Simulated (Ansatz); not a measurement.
```yaml
crystal:
  periodic: [false, false, false]
  atoms:
    - {symbol: C, position_ang: [-2.974122, -3.023859, 2.393282]}
    - {symbol: O, position_ang: [-2.105402, -1.768744, -0.803264]}
    - {symbol: Ge, position_ang: [0.673608, 0.710234, -0.985014]}
    - {symbol: O, position_ang: [0.393922, 1.326045, -4.711976]}
    - {symbol: O, position_ang: [0.339172, 3.512093, 1.217014]}
    - {symbol: C, position_ang: [-2.260154, 5.466246, 0.997631]}
    - {symbol: O, position_ang: [3.690918, -1.030185, -0.104071]}
    - {symbol: C, position_ang: [4.707398, -3.533658, -1.357899]}
    - {symbol: H, position_ang: [-5.122731, -4.715722, 2.239482]}
    - {symbol: H, position_ang: [-1.265884, -4.366755, 3.091235]}
    - {symbol: H, position_ang: [-3.664908, -1.338001, 4.009987]}
    - {symbol: H, position_ang: [1.555569, 3.049361, -5.282189]}
    - {symbol: H, position_ang: [-2.312689, 7.323345, 2.776891]}
    - {symbol: H, position_ang: [-4.427465, 4.361436, 1.503121]}
    - {symbol: H, position_ang: [-2.755557, 6.181554, -1.344758]}
    - {symbol: H, position_ang: [5.282970, -3.242164, -3.642532]}
    - {symbol: H, position_ang: [6.925235, -3.959509, -0.079259]}
    - {symbol: H, position_ang: [3.165051, -5.447061, -0.757234]}
basis:
  gaussian: {orbitals: STO-3G}
hamiltonian: {xc: {name: wB97}}
scf: {lower_state_search: full}
output: {forces: true}
```

```sh
$ ansatz run in.yaml --threads 5 --pin off --events-out ev --progress --plain --max-ram 66560MiB --backend cpu
```

Shortened log:

```
Functional definition: wB97
736 factors; integrals over basis functions are off by at most 2.9e-5 eV
333 factors; integrals over basis functions are off by at most 1.6e-5 eV
mean field evaluation 1: about -65064.0682 eV, gradient 2.8e2 eV
mean field evaluation 2: about -65064.0462 eV, gradient 2.8e2 eV
mean field evaluation 4: about -66413.4251 eV, gradient 5.0e1 eV
mean field evaluation 8: about -66413.4256 eV, gradient 5.0e1 eV
mean field evaluation 16: about -67010.0345 eV, gradient 4.9e1 eV
mean field evaluation 32: about -67063.0625 eV, gradient 3.4e-1 eV
mean field evaluation 64: about -67063.1232 eV, gradient 4.7e-4 eV
mean field evaluation 96: about -67063.1232 eV, gradient 3.2e-8 eV
mean field -67063.12316233 eV, -2464.5243191981 hartree, gradient 3.2e-8 eV, S^2 0.000000; 6 other end points of the search recorded, 0 dependent functions left out
reference -67063.12314106 eV, -2464.5243184164 hartree; 46, 46 occupied and 17, 17 virtual orbitals, 736 factors
Total energy: -67063.12314106 eV, -2464.5243184164 hartree
Atom 0 at    -2.974122    -3.023859     2.393282 Å, force     0.915091    -0.959805     3.605264 eV/Å
Atom 1 at    -2.105402    -1.768744    -0.803264 Å, force     0.057243     0.046893     0.012170 eV/Å
Atom 2 at     0.673608     0.710234    -0.985014 Å, force    -0.045042     0.166016    -0.591152 eV/Å
Atom 3 at     0.393922     1.326045    -4.711976 Å, force     2.722814     3.896714    -0.565880 eV/Å
Atom 4 at     0.339172     3.512093     1.217014 Å, force    -0.045027    -0.074719    -0.119208 eV/Å
Atom 5 at    -2.260154     5.466246     0.997631 Å, force    -3.996524     1.264037    -0.030055 eV/Å
Atom 6 at     3.690918    -1.030185    -0.104071 Å, force    -0.016508    -0.142217    -0.162895 eV/Å
Atom 7 at     4.707398    -3.533658    -1.357899 Å, force     1.871208    -1.887376    -1.516455 eV/Å
Atom 8 at    -5.122731    -4.715722     2.239482 Å, force     1.134766     0.870042    -0.000952 eV/Å
Atom 9 at    -1.265884    -4.366755     3.091235 Å, force    -3.272303     2.764972    -1.210048 eV/Å
Atom 10 at    -3.664908    -1.338001     4.009987 Å, force     1.283537    -2.661902    -2.442358 eV/Å
Atom 11 at     1.555569     3.049361    -5.282189 Å, force    -2.691370    -4.004220     1.364847 eV/Å
Atom 12 at    -2.312689     7.323345     2.776891 Å, force     0.123706    -2.089040    -1.967842 eV/Å
Atom 13 at    -4.427465     4.361436     1.503121 Å, force     3.305578     1.599242    -0.747177 eV/Å
Atom 14 at    -2.755557     6.181554    -1.344758 Å, force     0.677728    -0.905400     2.712829 eV/Å
Atom 15 at     5.282970    -3.242164    -3.642532 Å, force    -1.003199    -0.477753     3.806902 eV/Å
Atom 16 at     6.925235    -3.959509    -0.079259 Å, force    -2.497064     0.565510    -1.469038 eV/Å
Atom 17 at     3.165051    -5.447061    -0.757234 Å, force     1.475366     2.029007    -0.678951 eV/Å
Dipole moment:     0.692122    -0.069342    -0.244307 e Å
```

In this input the geometry is stretched to more than twice its size. Self-consistency was reached. The result belongs to that input, not to the molecule as meant.
